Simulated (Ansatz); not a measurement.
Cost and result up the ladder for the cluster Hg4O5 (9 atoms). The state is a singlet with charge 0. Geometry: B3LYP-D4/def2-SVP.

```xyz
9

Hg   -1.395    1.090    0.276
Hg    0.042   -1.389    1.277
Hg    1.144    0.684   -1.341
Hg   -4.030    2.945    0.649
O     1.829   -2.167    0.607
O    -0.398    2.002   -1.268
O     1.904   -2.006   -0.790
O    -1.652   -0.357    1.706
O     2.554   -0.802   -1.116
```

Ansatz on 4 threads of Arm Neoverse V2 on a shared host. Times are rough, and most runs start from the orbitals of an earlier one. ωB97X-V/def2-TZVP serves as the yardstick here, not as an exact answer. Differences are given only for rows in sets of like size (and for xTB, whose basis is part of the method), since another set adds its own error. Binding counts from free atoms at the same level (Hg singlet, O triplet; other spins of the atoms weren't run), without zero-point energy or a counterpoise term.

In the def2 sets Hg takes a core potential; there is no spin–orbit coupling. Correlated methods freeze 5 core orbitals; core or outer-core shells of Hg are correlated, in sets that lack core-valence functions. The structure holds 2 bonds between oxygen atoms, so isomers without such links may lie far lower. The structure comes from a short search, and lower isomers may exist.

Correlated methods converge slowly with the basis.

| level | functions | wall time | binding energy per atom (eV) | difference from ωB97X-V/def2-TZVP (eV) |
| --- | --- | --- | --- | --- |
| PBE-D4/def2-SVP | 198 | 4.3 s | 1.70 | – |
| PBE0-D4/def2-SVP | 198 | 7.5 s | 1.33 | – |
| PBE-D4/def2-TZVP (with forces) | 327 | 9.5 s | 1.73 | 0.28 |
| r2SCAN-D4/def2-TZVP | 327 | 16 s | 1.54 | 0.09 |
| PBE0-D4/def2-TZVP | 327 | 21 s | 1.38 | -0.07 |
| MP2/def2-TZVP | 327 | 23 s | 1.45 | 0.01 |
| r2SCANh-D4/def2-TZVP | 327 | 25 s | 1.41 | -0.04 |
| RPA@PBE/def2-TZVP | 327 | 34 s | 1.17 | -0.28 |
| B97M-V/def2-TZVP | 327 | 34 s | 1.47 | 0.03 |
| ωB97X-V/def2-TZVP | 327 | 39 s | 1.45 | 0.00 |
